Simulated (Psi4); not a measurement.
Two rigid molecules brought together: H6Si2 ··· Cl- (SMILES [SiH3][SiH3] and [Cl-]) (charge -1). Monomers: optimised at B3LYP-D3(BJ) (def2-TZVP), held rigid. Orientation: lowest of the rigid-body minima from ten starts at GFN2-xTB. R is the distance of the centres of mass, along which the second monomer moves.

Method: SAPT0/jun-cc-pVDZ, frozen core (Psi4 1.11).

Components in kJ/mol:

```
R / Å  electrostatics  exchange  induction  dispersion   total
-----  --------------  --------  ---------  ----------  ------
2.59          -208.44    367.75     -91.75      -47.94   19.62
2.81          -129.95    222.57     -65.65      -33.04   -6.07
3.03           -81.56    133.21     -47.98      -22.91  -19.24
3.20           -57.32     89.08     -38.36      -17.36  -23.96
3.41           -37.49     53.90     -29.73      -12.41  -25.73
3.60           -25.85     34.07     -24.04       -9.21  -25.04
3.91           -14.56     16.01     -17.52       -5.72  -21.79
4.18            -9.21      8.26     -13.61       -3.82  -18.38
4.72            -4.27      2.20      -8.63       -1.77  -12.47
5.39            -2.14      0.44      -5.25       -0.75   -7.70
6.40            -1.05      0.04      -2.74       -0.24   -3.99
7.72            -0.53      0.00      -1.33       -0.07   -1.93
```
